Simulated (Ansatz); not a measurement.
A made-up structure of Si₂H₃O₂ (charge +1), singlet:

```
7
angstrom
O -0.8710 -0.6550 -0.0515
Si 0.7152 -0.3345 0.1603
O 1.5976 -1.6051 0.4738
Si -1.0701 0.9972 -0.3068
H 2.5489 -1.6265 0.6294
H -1.4577 -1.2595 0.4293
H -1.2604 1.4442 -1.6946
```

It is relaxed with PBE-D4/def2-SVP and then PBE0-D4/def2-TZVP (Ansatz 0.2.0). Atoms count as bonded within 1.22 times the sum of their covalent radii (H–H: 0.88 Å). The end point is not checked to be a true minimum.

Q: Does its bonding change? (A judgement: the text doesn't fix the answer.)

A: By the calculation: Yes. Formed: none; broken: O1–Si4.

Where it ends: The first stage lowers the energy by 2.14 eV in 22 steps. It ends as Si₂H₃O₂ ([OH][Si]([OH])[SiH]), total charge +1:
```json
{"atom": "O1", "x (Å)": "-1.2949", "y (Å)": "-1.3068", "z (Å)": "0.3432"}
{"atom": "Si2", "x (Å)": "0.0263", "y (Å)": "-0.4579", "z (Å)": "0.1449"}
{"atom": "O3", "x (Å)": "1.3592", "y (Å)": "-1.2980", "z (Å)": "0.3475"}
{"atom": "Si4", "x (Å)": "-0.4123", "y (Å)": "1.8843", "z (Å)": "-0.2800"}
{"atom": "H5", "x (Å)": "2.2721", "y (Å)": "-1.0029", "z (Å)": "0.2778"}
{"atom": "H6", "x (Å)": "-1.3765", "y (Å)": "-2.2491", "z (Å)": "0.5324"}
{"atom": "H7", "x (Å)": "-0.3714", "y (Å)": "1.3911", "z (Å)": "-1.7259"}
```

Labels in which every atom is bracketed show which atoms are joined, not bond orders.

For scale, one of the runs: PBE0-D4/def2-TZVP relaxation, 154 basis functions, launched by `ansatz run in.yaml --threads 2 --pin off --events-out ev --progress --plain --max-ram 4352MiB`. The run took about 38 s on 2 CPU threads of an Arm Neoverse V2 (shared host).
